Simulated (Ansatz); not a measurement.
Coupled-cluster diagnostics for the cluster In₄, Ansatz.

Geometry of the singlet (PBE0-D4/def2-SVP):

```xyz
4

In    1.160    1.199   -1.827
In   -1.632    0.417   -0.188
In    0.107   -1.635   -0.432
In    0.365    0.019    2.447
```

In the def2 sets In takes a core potential; there is no spin–orbit coupling. Correlated methods freeze 16 core orbitals; core or outer-core shells of In are correlated, in sets that lack core-valence functions. The geometry of the singlet was relaxed on an unsound state (restricted singlet, unstable towards broken spin symmetry at other levels and untested here). Another isomer (triplet) lies 0.51 eV lower at PBE0-D4/def2-TZVP; other spin states weren't run for this one.

Estimate the CCSD(T) correlation energy, the shares of MP2 and (T), T1 and the reference's ⟨S²⟩ for: charge 0, singlet, own geometry in def2-TZVPP; and the rough time on 4 threads of Intel Xeon Platinum 8488C on a shared host.


| state | basis | correlation (eV) | MP2 share (%) | (T) share (%) | T1 | ⟨S²⟩ (pure) | wall time | remarks |
| --- | --- | --- | --- | --- | --- | --- | --- | --- |
| charge 0, singlet, own geometry | def2-TZVPP | -30.604 | 100.4 | 4.1 | 0.020 | 0.00 (0.00) | 3.1 min | large T1 (0.020), restricted SCF unstable |
Customary marks for T1 are 0.02 (closed shells), 0.045 (open shells) and about 0.05 (3d metals). T1 exceeds 0.02 in 1 of 1 rows and 0.045 in 0; the higher it lies, the less the single-reference result can be trusted.
